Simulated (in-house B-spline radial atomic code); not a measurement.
A run on Tc⁻ that did not converge. Method: scalar-relativistic (X2C) PBE0, spin-polarised, spherical fractional occupations, exact exchange averaged over the configuration, Fermi nucleus of rms radius 4.41117 fm; computed with a B-spline radial code for spherical atoms.

Command:
```bash
python run_scf.py task.json out
```
Settings (nuclear radius in fm, mass in u):
```
Z                43
configuration    [Kr] 4d6 5s2
hamiltonian      x2c
method           pbe0
spin_polarised   True
nucleus          fermi
rms_radius       4.41117
atomic_mass      96.90636
speed_of_light   137.035999084
exact_exchange   averaged over the configuration
```

First and last ten iterations of the last attempt (damped for 15 steps, keeping 80 % of the old Fock matrix, then DIIS):
```
 iter        energy (Eh)    residual
    1       -4278.236203    4.38e-01
    2       -4279.909169    3.20e-01
    3       -4282.326837    2.12e-01
    4       -4283.644115    1.43e-01
    5       -4284.341046    9.59e-02
    6       -4284.696778    6.79e-02
    7       -4284.871092    4.91e-02
    8       -4284.953224    3.42e-02
    9       -4284.991039    2.33e-02
   10       -4285.008677    1.68e-02
  111       -4285.012575    1.16e-02
  112       -4285.013485    1.12e-02
  113       -4284.943224    2.36e-02
  114       -4284.941581    2.39e-02
  115       -4284.941258    2.39e-02
  116       -4284.936709    2.46e-02
  117       -4284.935367    2.48e-02
  118       -4284.953230    2.19e-02
  119       -4284.948959    2.26e-02
  120       -4284.953420    2.19e-02
 not converged after 120 iterations
```

The smallest residual met was 5.3e-03; the threshold is about 4e-07. No energy from this run should be used. Time taken, with all properties: 4.6 s on 1 thread of Intel(R) Xeon(R) Platinum 8488C, on a shared host.
